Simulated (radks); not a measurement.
Task: The table gives one normalised radial function P(r) = r R(r) of Mg4+ in [He] 2s2 2p4 (r in bohr). Method: scalar-relativistic Kohn-Sham, MS2 meta-GGA, spin-polarised, spherical densities, finite nucleus; open shells are filled with parallel spins first; meta-GGA in the generalised Kohn-Sham scheme; Fermi nuclear charge, rms radius 3.057 fm; computed with a radial shooting solver on a logarithmic mesh with Libxc functionals.

| r | P |
|---|---|
| 0.007604 | 0.1509 |
| 0.01022 | 0.1962 |
| 0.01385 | 0.2539 |
| 0.01863 | 0.3212 |
| 0.02525 | 0.3997 |
| 0.03394 | 0.4794 |
| 0.046 | 0.5517 |
| 0.06185 | 0.5915 |
| 0.08382 | 0.5687 |
| 0.1127 | 0.4469 |
| 0.1527 | 0.1880 |
| 0.2053 | -0.1980 |
| 0.2783 | -0.6724 |
| 0.3741 | -1.0838 |
| 0.5071 | -1.2892 |
| 0.6817 | -1.1806 |
| 0.9239 | -0.8165 |
| 1.242 | -0.4133 |
| 1.684 | -0.1357 |
| 2.263 | -0.0270 |

Which n and l does it have? It may be an empty orbital.

Result: n = 2, l = 0: the number of nodes gives n - l - 1 = 1, the rise at small r (about r^(l+1)) gives l, and the extent must fit the shell. The curve is that of 2s down; the table hardly tells the two spins apart. 2s down: eigenvalue -159.24 eV, 1 radial node at r = 0.178 bohr, <r> = 0.652 bohr, 90 % of the charge inside 1.02 bohr.
